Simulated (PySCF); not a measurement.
A structure optimised at PBE0-D3(BJ)/def2-SVP, used in a PySCF frequency run:

```xyz
9

B      0.4622    -0.6240     0.0000
H      1.6713    -0.5355     0.0000
C     -0.4273     0.6544     0.0000
C      0.1173     1.8801     0.0000
H     -1.5255     0.5838     0.0000
H     -0.4811     2.7978     0.0000
H      1.2056     2.0091     0.0000
O     -0.0397    -1.8799     0.0000
H     -1.0031    -1.9025     0.0000
```

Problem. Write its SMILES, formula and point group.

Solution. C=CBO, C2H5BO, Cs

Problem. What are its rotational constants (standard atomic weights)?

Solution. 40.286, 4.0625, 3.6904 GHz
